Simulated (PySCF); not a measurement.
F$_{3}$Ga (SMILES [F][Ga]([F])[F]), singlet, geometry from GFN2-xTB (such geometries of metal compounds can be far from the true shape); DF-CAMB3LYP/def2-QZVP run with PySCF.

PySCF was given this input:
```python
from pyscf import gto, scf, dft

mol = gto.M(
    atom='''
Ga    0.000000    0.000000    0.000000
F    -1.469133   -0.916593    0.051507
F     0.004224    1.591957   -0.683230
F     1.464908   -0.675364    0.631723
''',
    basis='def2-qzvp',
    charge=0,
    spin=0,
    verbose=5,
)

mf = dft.RKS(mol)
mf.xc = 'camb3lyp'
mf = mf.density_fit(auxbasis='def2-universal-jkfit')
mf.kernel()
```

Output, abridged:

```
PySCF version 2.14.0

[INPUT] verbose = 5
[INPUT] max_memory = 4000
[INPUT] num. atoms = 4
[INPUT] num. electrons = 58
[INPUT] charge = 0
[INPUT] spin (= nelec alpha-beta = 2S) = 0
[INPUT] symmetry False subgroup None
[INPUT] Mole.unit = angstrom
[INPUT] Symbol           X                Y                Z      unit          X                Y                Z       unit  Magmom
[...]
[INPUT] ---------------- BASIS SET ----------------
[INPUT] l, kappa, [nprim/nctr], expnt,             c_1 c_2 ...
[INPUT] F
[...]
                                19758.112588      0.00037070120897
                                4485.1996947      0.0019450784713
                                1273.815102       0.0080573291994
                                418.93831236      0.027992880781
                                152.55721985      0.082735120175
                                59.821524823      0.19854169012
                                24.819076932      0.34860632233
[...]
                                30.10372829       0.94068472434
[...]
                                57.020699781      0.024357738582
                                18.12695212       0.11442925768
                                6.6457404621      0.37064659853
                                2.6375722892      0.79791551766
[...]
[INPUT] Ga
[...]
                                987904.07075      6.1835727406e-05
                                224132.05899      0.00032636322451
                                63315.192943      0.0013810365049
                                20611.312702      0.0050153772104
                                7429.1672482      0.016130936803
                                2894.207172       0.046240827188
                                1198.9915786      0.11579099571
                                521.82003812      0.23834840794
                                236.27549237      0.35374255971
                                109.98395671      0.29055721918
[...]
                                650.97022519      0.082254127688
                                250.22438356      0.38021717478
                                108.17616625      0.7450359469
[...]
                                3482.1451716      0.00098495921142
                                1130.2186655      0.0055854182058
                                431.54093448      0.023682413047
                                182.41723648      0.078211587173
                                82.706753603      0.19503829929
                                39.228128772      0.34131988495
                                19.201979939      0.35718665135
                                9.5056966689      0.16395955052
[...]
                                33.750148165      -0.39435019538
[...]
                                3.7813384844      0.71306291866
                                2.3145183128      0.43210001481
                                0.80346859715     0.25838122797
[...]
                                109.01749589      0.0076751934098
                                41.866430715      0.036388975341
                                17.879279894      0.11325183017
                                8.1201893671      0.23770881294
                                3.7360611356      0.33306060389
                                1.6826812549      0.33130613756
[...]
nuclear repulsion = 298.527028283082
number of shells = 76
number of NR pGTOs = 385
number of NR cGTOs = 246
basis = def2-qzvp
ecp = {}

******** <class 'pyscf.df.df_jk.DFRKS'> ********
method = DFRKS
initial guess = minao
damping factor = 0
level_shift factor = 0
DIIS = <class 'pyscf.scf.diis.CDIIS'>
diis_start_cycle = 1
diis_space = 8
diis_damp = 0
SCF conv_tol = 1e-09
SCF conv_tol_grad = None
SCF max_cycles = 50
direct_scf = False
XC library pyscf.dft.libxc version 7.1.2
    S. Lehtola, C. Steigemann, M. J. T. Oliveira, and M. A. L. Marques,  SoftwareX 7, 1–5 (2018)
XC functionals = camb3lyp
    T. Yanai, D. P. Tew, and N. C. Handy,  Chem. Phys. Lett. 393, 51 (2004)
radial grids:
    Treutler-Ahlrichs [JCP 102, 346 (1995); DOI:10.1063/1.469408] (M4) radial grids

becke partition: Becke, JCP 88, 2547 (1988); DOI:10.1063/1.454033
pruning grids: <function nwchem_prune>
grids dens level: 3
symmetrized grids: False
atomic radii adjust function: <function treutler_atomic_radii_adjust>
small_rho_cutoff = 0
Set gradient conv threshold to 3.16228e-05
Initial guess from minao.
atom Ga rad-grids = 90, ang-grids = [ 50  50  50  50  50  50  50  50  50  50  50  50  50  50  50  50  50  50
  50  50  50  50  50  50  50  50  50  50  86  86  86  86  86  86  86  86
  86  86  86  86  86  86  86 350 350 350 350 350 350 350 350 350 350 350
 434 434 434 434 434 434 434 434 434 434 434 434 434 434 434 434 434 434
 434 434 434 350 350 350 350 350 350 350 350 350 350 350 350 350 350 350]
atom F rad-grids = 75, ang-grids = [ 50  50  50  50  50  50  50  50  50  50  50  50  50  50  50  50  50  50
  50  50  50  50  86  86  86  86  86  86  86  86  86 266 266 266 266 266
 266 302 302 302 302 302 302 302 302 302 302 302 302 302 302 302 302 302
 302 302 266 266 266 266 266 266 266 266 266 266 266 266 266 266 266 266
 266 266 266]
tot_boxes 2002, boxes in each direction [12 11  9]
Padding 6 grids
tot grids = 63696
nelec by numeric integration = 57.99758106327665
******** <class 'pyscf.df.df.DF'> ********
auxbasis = def2-universal-jkfit
num shells = 135, num cGTOs = 497
size of aux basis 497
int3c2e [1/1], AO [0:76], nrow = 30381
Create RSH-DF object <pyscf.df.df.DF object> for omega=0.33
******** <class 'pyscf.df.df.DF'> ********
auxbasis = auxmol.basis = def2-universal-jkfit
num shells = 135, num cGTOs = 497
cond = -4.465e+15, drop 292 bfns
size of aux basis 205
int3c2e [1/1], AO [0:76], nrow = 30381
E1 = -3701.589438648461  E2 = 1179.8822121873877  Ecoul = 1286.9991598742088  Exc = -107.11694768682099
init E= -2223.18019817799
cond(S) = 9043.16189102222
[...]
  mo_energy =
[...]
  6.34840533e+00  6.34844662e+00  6.38553982e+00  6.38556286e+00
  6.42315481e+00  6.53134750e+00  6.97751680e+00  6.97752102e+00
  7.13553785e+00  7.73675910e+00  7.73676239e+00  1.14455669e+01
  1.14456316e+01  1.14513516e+01  1.14546875e+01  1.14547360e+01
  1.14576004e+01  1.14617282e+01  1.14618448e+01  1.14621702e+01
  1.14622481e+01  1.14667696e+01  1.14677964e+01  1.14682701e+01
  1.14683706e+01  1.14685264e+01  1.14686913e+01  1.14752627e+01
  1.14791094e+01  1.14792406e+01  1.14985957e+01  1.15017674e+01
  1.15018385e+01  1.15059431e+01  1.15208959e+01  1.15593379e+01
  1.15658258e+01  1.15660212e+01  1.46114583e+01  1.46115267e+01
  1.46141125e+01  1.46273195e+01  1.46300054e+01  1.46304187e+01
  1.46639305e+01  1.46640275e+01  1.46787288e+01  1.46788199e+01
  1.47144115e+01  1.48161711e+01  1.48463926e+01  1.48465183e+01
  1.48655800e+01  1.48947200e+01  1.48948220e+01  1.48948527e+01
  1.49517985e+01  1.50110655e+01  1.50112420e+01  1.52284893e+01
  1.53361181e+01  1.53361908e+01  1.58694783e+01  1.58697823e+01
  1.58698857e+01  1.58814285e+01  1.58815991e+01  1.59433252e+01
  1.61355139e+01  1.61786736e+01  1.61787878e+01  1.61903630e+01
  1.61904416e+01  1.61945745e+01  1.62630393e+01  1.64375650e+01
  1.64376406e+01  1.69018227e+01  5.39494042e+01  5.41362631e+01
  5.41362991e+01  5.48168124e+01  1.78215126e+02  1.82531424e+02
  1.82531428e+02  1.83246881e+02  2.84967351e+02  2.85002722e+02
  2.85002728e+02  1.12761371e+03]
nelec by numeric integration = 57.999998408022535
E1 = -3697.3258218865676  E2 = 1174.0361159417134  Ecoul = 1280.679032626126  Exc = -106.64291668441248
cycle= 9 E= -2224.76267766177  delta_E= -2.28e-10  |g|= 4.73e-06  |ddm|= 2.14e-05
[...]
  mo_energy =
[-3.72692987e+02 -4.60444709e+01 -4.08033684e+01 -4.07964718e+01
 -4.07964718e+01 -2.47580215e+01 -2.47580198e+01 -2.47580142e+01
 -5.64825161e+00 -3.94250004e+00 -3.92850495e+00 -3.92850481e+00
 -1.26795178e+00 -1.25894472e+00 -1.25894422e+00 -9.91130434e-01
 -9.91129999e-01 -9.89458052e-01 -9.76913666e-01 -9.76912572e-01
 -6.10061623e-01 -5.45824733e-01 -5.45824328e-01 -5.25090960e-01
 -5.00276439e-01 -5.00275902e-01 -4.96170877e-01 -4.96170590e-01
 -4.94093063e-01 -6.15378726e-02 -9.62018791e-03  6.23597886e-02
  6.23598664e-02  1.16769186e-01  1.28392148e-01  2.24837281e-01
  2.25468719e-01  2.25470337e-01  2.51743982e-01  2.51744483e-01
  2.95496423e-01  2.95496977e-01  3.92143576e-01  4.29216822e-01
  4.52813188e-01  4.52813667e-01  4.74614386e-01  4.76357772e-01
  4.76359123e-01  5.39864093e-01  5.39865456e-01  6.06520479e-01
  6.40104090e-01  6.40108574e-01  6.49130216e-01  6.83416159e-01
  6.83417262e-01  6.94898183e-01  6.94899989e-01  7.07195910e-01
  7.37946289e-01  8.18397148e-01  8.18397325e-01  9.08062098e-01
  1.00859289e+00  1.00859400e+00  1.00902456e+00  1.22992264e+00
  1.26464612e+00  1.26465052e+00  1.29685943e+00  1.46212924e+00
  1.46212963e+00  1.55979933e+00  1.56763248e+00  1.56763273e+00
  1.62250341e+00  1.63749333e+00  1.64648188e+00  1.64648260e+00
  1.68914751e+00  1.68914773e+00  1.75969461e+00  1.75969650e+00
  1.78029938e+00  1.79598808e+00  1.80182432e+00  1.80182587e+00
  1.81641750e+00  1.81641838e+00  1.84982777e+00  1.88401030e+00
  1.88401082e+00  1.88865880e+00  1.91557641e+00  1.91557802e+00
  1.93059154e+00  2.06522627e+00  2.06523026e+00  2.10629849e+00
  2.17860694e+00  2.24879846e+00  2.24880052e+00  2.42135014e+00
  2.42135055e+00  2.51050488e+00  2.54175007e+00  2.62753347e+00
  2.82588580e+00  2.82588696e+00  2.91660067e+00  2.94426269e+00
  2.94426678e+00  2.99059468e+00  2.99059634e+00  3.99144962e+00
  4.16862500e+00  4.16864843e+00  4.20680626e+00  4.20682206e+00
  4.21129530e+00  4.24379681e+00  4.26854111e+00  4.26858451e+00
  4.31411877e+00  4.32022823e+00  4.32023694e+00  4.33357543e+00
  4.33357975e+00  4.43812090e+00  4.57714027e+00  4.57716810e+00
  4.57973785e+00  4.58352701e+00  4.65371119e+00  4.65372180e+00
  4.80362029e+00  4.82900058e+00  4.82902528e+00  5.14051333e+00
  5.14053838e+00  5.20941398e+00  5.20943576e+00  5.21324061e+00
  5.22118923e+00  5.33563155e+00  5.39230675e+00  5.59911505e+00
  5.59912088e+00  5.62485029e+00  5.62485334e+00  5.66166140e+00
  5.70846592e+00  5.70846992e+00  6.13291565e+00  6.17391189e+00
  6.34840424e+00  6.34844594e+00  6.38553901e+00  6.38556195e+00
  6.42315482e+00  6.53134669e+00  6.97751654e+00  6.97752046e+00
  7.13553737e+00  7.73676017e+00  7.73676353e+00  1.14455662e+01
  1.14456309e+01  1.14513508e+01  1.14546868e+01  1.14547353e+01
  1.14575997e+01  1.14617275e+01  1.14618441e+01  1.14621694e+01
  1.14622475e+01  1.14667688e+01  1.14677955e+01  1.14682694e+01
  1.14683697e+01  1.14685255e+01  1.14686907e+01  1.14752620e+01
  1.14791086e+01  1.14792400e+01  1.14985950e+01  1.15017668e+01
  1.15018378e+01  1.15059425e+01  1.15208953e+01  1.15593373e+01
  1.15658252e+01  1.15660206e+01  1.46114571e+01  1.46115258e+01
  1.46141114e+01  1.46273184e+01  1.46300044e+01  1.46304174e+01
  1.46639293e+01  1.46640266e+01  1.46787279e+01  1.46788189e+01
  1.47144105e+01  1.48161701e+01  1.48463918e+01  1.48465171e+01
  1.48655790e+01  1.48947191e+01  1.48948209e+01  1.48948517e+01
  1.49517975e+01  1.50110646e+01  1.50112410e+01  1.52284887e+01
  1.53361171e+01  1.53361898e+01  1.58694768e+01  1.58697815e+01
  1.58698843e+01  1.58814271e+01  1.58815982e+01  1.59433240e+01
  1.61355127e+01  1.61786727e+01  1.61787864e+01  1.61903620e+01
  1.61904404e+01  1.61945743e+01  1.62630382e+01  1.64375638e+01
  1.64376396e+01  1.69018232e+01  5.39494035e+01  5.41362620e+01
  5.41362974e+01  5.48168141e+01  1.78215129e+02  1.82531426e+02
  1.82531430e+02  1.83246884e+02  2.84967350e+02  2.85002720e+02
  2.85002726e+02  1.12761372e+03]
nelec by numeric integration = 57.99999840801833
E1 = -3697.3257834404744  E2 = 1174.0360774956143  Ecoul = 1280.6789964976776  Exc = -106.64291900206335
Extra cycle  E= -2224.76267766178  delta_E= -5.91e-12  |g|= 6.59e-06  |ddm|= 4.79e-06
converged SCF energy = -2224.76267766178
```
